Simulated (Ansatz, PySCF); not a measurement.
This Ansatz (a quantum-chemistry and plane-wave program) input computes a CCSD(T)/cc-pVDZ energy:

Ansatz 0.2 input:
```yaml
crystal:
  periodic: [false, false, false]
  atoms:
    - {symbol: B, position_ang: [0.27170777, -0.54499076, 0.28582818]}
    - {symbol: O, position_ang: [0.88498575, 0.13843838, -0.76103193]}
    - {symbol: H, position_ang: [0.32900649, 0.91856016, -1.04963488]}
    - {symbol: O, position_ang: [-0.94804612, -0.01195205, 0.69469437]}
    - {symbol: H, position_ang: [-1.18306239, 0.79450303, 0.15119445]}
basis:
  gaussian:
    orbitals: cc-pVDZ
total_charge: -1
magnetization: {spin_polarized: false}
correlation: {method: ccsd_t, electrons: outside_noble_gas}
```

Problem. Write an input for the same energy in PySCF and say what it gives.

Solution. 
```python
from pyscf import gto, scf, mp, cc as ccmod

mol = gto.M(
    atom='''
    B     0.27170777   -0.54499076    0.28582818
    O     0.88498575    0.13843838   -0.76103193
    H     0.32900649    0.91856016   -1.04963488
    O    -0.94804612   -0.01195205    0.69469437
    H    -1.18306239    0.79450303    0.15119445
    ''',
    basis='cc-pvdz',
    charge=-1,
    spin=0,
    verbose=4,
)

mf = scf.RHF(mol)
mf.conv_tol = 1e-10
mf.max_cycle = 100
mf.kernel()
mp2 = mp.MP2(mf, frozen=3).run()
cc = ccmod.CCSD(mf, frozen=3)
cc.max_cycle = 100
cc.kernel()
et = cc.ccsd_t()
print(f'E(CCSD(T)) = {cc.e_tot + et:.9f}')
```
It gives -176.06618 Eh, and Ansatz -176.06618 Eh, a difference of 0.00 mEh.
